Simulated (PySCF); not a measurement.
Structure with atom numbers: `[O:1]=[C:2]([Cl:3])[c:4]1[cH:5][cH:6][c:7]([SiH3:8])[cH:9][cH:10]1`. Hydrogens are named by the atom that carries them.

- shieldings: GIAO PBE0/pcSseg-1
- geometry: GFN2-xTB
- run in PySCF
- rapidly exchanging positions averaged, a single conformation, no relativistic terms, no solvent

Scale: TMS for 13C (σ = 186.93 ppm) (reference shieldings calculated alike).

Q: Do the 13C shifts follow the atomic charges (in e)? Tabulate both.

A: 
```tsv
atoms	hybridisation	δ (ppm)	σ para (ppm)	Hirshfeld	IAO	Mulliken	ESP-fitted
C2	sp2	177.0	-233	+0.17	+0.36	+0.39	+0.35
C7	sp2	147.3	-220	-0.07	-0.24	-0.34	-0.14
C6/C9	sp2	141.5	-208	-0.04	-0.14	-0.05	-0.05
C5/C10	sp2	138.1	-202	-0.03	-0.12	+0.07	-0.28
C4	sp2	136.5	-213	-0.02	-0.07	-0.35	+0.20
```

Correlation coefficients of δ with charge over these carbons: Hirshfeld +0.90, IAO +0.86, Mulliken +0.74, ESP-fitted +0.64; with the paramagnetic shielding -0.90. With so few points these coefficients are fragile. Charge is one influence among several: hybridisation and low-lying excitations act through the paramagnetic term.

Carbons that carry Cl, above all several Cl atoms, come out too deshielded, partly because spin–orbit coupling is missing. Shifts are as computed. Against solution values, carbons near 30 ppm lie about +3 ppm off and those near 130 ppm about +5 ppm; carbons on Cl a further +6 ppm. Of 1211 compounds with measured shifts, 218 miss one by over three times the rms of a fit or turn the order of signals round; such compounds aren't used in these exercises.
